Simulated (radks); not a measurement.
Results of a calculation; reference values are marked as such.
Task: The niobium ion Nb8+, 33 electrons, occupied as [Ar] 3d10 4s2 4p3 (the NIST ground configuration). Code: a radial shooting solver on a logarithmic mesh with Libxc functionals. Model: Dirac Kohn-Sham, PBE, spin-unpolarised, spherical densities, finite nucleus; open shells fill j = l - 1/2 first; Fermi nuclear charge, rms radius 4.324 fm. Some entries of the table are withheld. Estimate them.

orbital,occ.,eigenvalue (Ry),<r^2> (bohr^2),<r> (bohr)
1s1/2,2,-1391.722,0.001757,0.03609
2s1/2,2,-203.1224,0.02937,(1)
2p1/2,2,-187.2428,0.02223,0.1346
2p3/2,4,-180.1991,0.02360,0.1390
3s1/2,2,-41.88518,0.2237,0.4418
3p1/2,2,-35.90126,0.2224,0.4369
3p3/2,4,-34.75211,0.2328,0.4472
3d3/2,4,-24.19447,0.2196,(2)
3d5/2,6,-23.97905,0.2230,(3)
4s1/2,2,-12.92205,1.288,1.071
4p1/2,2,-11.08199,1.452,1.134
4p3/2,1,-10.87419,1.502,1.153

Result: 
(1) 2s1/2 <r> (bohr): 0.1577
(2) 3d3/2 <r> (bohr): 0.4273
(3) 3d5/2 <r> (bohr): 0.4307
